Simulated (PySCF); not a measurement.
Si(F)2(Cl)(vinyl) (C2H3ClF2Si), SMILES C=C[Si](F)(F)Cl. Coordinates come from a PBE-D3(BJ)/def2-SVP optimisation. Other conformers were not sampled.

Computed equilibrium geometry at PBE-D3(BJ)/def2-SVP (PySCF confirms it by a frequency run) as Cartesian coordinates in Å (one conformer of several):
```xyz
9

C     -2.5534     0.6314     0.3530
C     -1.4246     0.8466    -0.3526
Si     0.1879     0.1323     0.1838
F     -0.0346    -0.7512     1.5297
F      1.2718     1.2847     0.5518
Cl     1.0376    -1.0618    -1.2558
H     -2.5516     0.0247     1.2741
H     -3.5248     1.0507     0.0400
H     -1.4612     1.4549    -1.2739
```
